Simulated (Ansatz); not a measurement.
Single points on the cluster SiB₈.

```yaml
crystal:
  periodic: [false, false, false]
  atoms:
    - {symbol: Si, position_ang: [0.892427, -0.916039, -2.858938]}
    - {symbol: B, position_ang: [0.364414, -0.522389, -0.839590]}
    - {symbol: B, position_ang: [-1.225935, 2.119895, 1.996016]}
    - {symbol: B, position_ang: [0.707905, -1.823669, 0.207405]}
    - {symbol: B, position_ang: [0.064559, -0.558498, 0.910007]}
    - {symbol: B, position_ang: [-0.946496, 2.092498, 0.492639]}
    - {symbol: B, position_ang: [-0.309045, 0.855569, -0.231340]}
    - {symbol: B, position_ang: [1.052134, -2.005868, -1.291033]}
    - {symbol: B, position_ang: [-0.599953, 0.758500, 1.614834]}
basis:
  gaussian: {orbitals: def2-TZVP, initial_orbitals: start.molden}
hamiltonian: {xc: pbe}
correlation: {method: rpa}
scf: {omitted_lower_state_checks: [starts]}
```

The file start.molden holds the orbitals of an earlier run on this structure, at another level or in another basis.

```sh
$ ansatz run in.yaml --threads 4 --pin off --events-out ev --progress --plain --max-ram 8704MiB
```

It prints (some lines left out):

```
Functional definition: PBE
  name "PBE"
  cite "Perdew, Burke & Ernzerhof, Phys. Rev. Lett. 77, 3865 (1996) doi:10.1103/PhysRevLett.77.3865"
  parent pbe
  parameter kappa = 0.804
  parameter beta = 0.06672455060314922
  exchange = pbe_x(kappa = kappa, mu = beta*pi^2/3)
  correlation = pbe_c(beta = beta)
these checks for a lower state are left out or cut short: starts
1775 factors; integrals over basis functions are off by at most 9.4e-4 eV
mean field evaluation 1: about -13269.3825 eV, gradient 1.0e1 eV
mean field evaluation 2: about -13269.5156 eV, gradient 1.7e-1 eV
mean field evaluation 4: about -13269.5096 eV, gradient 1.1e-3 eV
mean field evaluation 8: about -13269.5096 eV, gradient 2.7e-6 eV
mean field -13269.50961990 eV, -487.6454841348 hartree, gradient 6.5e-6 eV, S^2 0.000000; 0 other end points of the search recorded, 0 dependent functions left out
13 core orbitals not correlated: weight in the atoms' cores, before any rotation towards them, 1.000 or more for the frozen orbitals, at most 0.000 for the correlated occupied ones
reference -13226.12400760 eV, -486.0510922903 hartree; 14, 14 occupied and 258, 258 virtual orbitals, 1775 factors
Total energy: -13264.91340107 eV, -487.4765762081 hartree
Checks for a lower state left out: starts
```

Hardware: 4 threads of Intel Xeon Platinum 8223CL on a shared host. Wall time 7.5 s, peak host memory 0.94 GiB.

First input, but with `gaussian: {orbitals: def2-TZVPD, initial_orbitals: start.molden}`, `hamiltonian: {xc: {name: wB97X-V}}`, `output: {orbitals: {seedname: orbitals}}` and without the key `correlation` (abridged; 34 s):

```
Functional definition: wB97X-V
mean field -13278.26145492 eV, -487.9671081396 hartree, gradient 1.3e-5 eV, S^2 0.000000
Total energy: -13278.26145254 eV, -487.9671080518 hartree
Checks for a lower state left out: starts
```

First input, but with `gaussian: {orbitals: def2-SVP, initial_orbitals: start.molden}`, `hamiltonian: {xc: pbe, dispersion: d4}`, `output: {orbitals: {seedname: orbitals}}` and without the key `correlation` (abridged; 1.2 s):

```
Functional definition: PBE
mean field -13261.28949040 eV, -487.3433999475 hartree, gradient 8.4e-6 eV, S^2 0.000000
Total energy: -13261.66272853 eV, -487.3571161956 hartree
Checks for a lower state left out: starts
```

The first input with `hamiltonian: {xc: hse06, dispersion: d4}`, `output: {orbitals: {seedname: orbitals}}` and without the key `correlation` (abridged; 4.7 s):

```
Functional definition: HSE06
mean field -13270.20713122 eV, -487.6711172030 hartree, gradient 1.6e-5 eV, S^2 0.000000
Total energy: -13270.50910063 eV, -487.6822143742 hartree
Checks for a lower state left out: starts
```

First input, but with `gaussian: {orbitals: def2-TZVPD, initial_orbitals: start.molden}`, `hamiltonian: {xc: pbe0, dispersion: d4}`, `output: {orbitals: {seedname: orbitals}}` and without the key `correlation` (abridged; 7.5 s):

```
Functional definition: PBE0
mean field -13270.72879650 eV, -487.6902880482 hartree, gradient 2.2e-5 eV, S^2 0.000000
Total energy: -13271.04818919 eV, -487.7020255131 hartree
Checks for a lower state left out: starts
```

The first input with `hamiltonian: {xc: pbe0, dispersion: d4}`, `output: {orbitals: {seedname: orbitals}}` and without the key `correlation` (abridged; 5.5 s):

```
Functional definition: PBE0
mean field -13270.71813964 eV, -487.6898964160 hartree, gradient 1.5e-5 eV, S^2 0.000000
Total energy: -13271.03752817 eV, -487.7016337278 hartree
Checks for a lower state left out: starts
```

As the first input, with `hamiltonian: {xc: {name: wB97X-V}}`, `output: {orbitals: {seedname: orbitals}}` and without the key `correlation` (abridged; 12 s):

```
Functional definition: wB97X-V
mean field -13278.24993739 eV, -487.9666848780 hartree, gradient 1.2e-5 eV, S^2 0.000000
Total energy: -13278.24993526 eV, -487.9666847996 hartree
Checks for a lower state left out: starts
```

Geometry: B3LYP-D4/def2-SVP.

HSE06 is defined as in plane-wave codes, on full-range PBE exchange. Correlated methods freeze 13 core orbitals. The restricted singlet is unstable towards broken spin symmetry in Hartree–Fock (as tested in another run); at RPA@PBE/def2-TZVP, ωB97X-V/def2-TZVPD, PBE-D4/def2-SVP, HSE06-D4/def2-TZVP and others this wasn't settled. Another isomer (singlet) lies 0.28 eV lower at PBE0-D4/def2-TZVP; other spin states weren't run for this one.
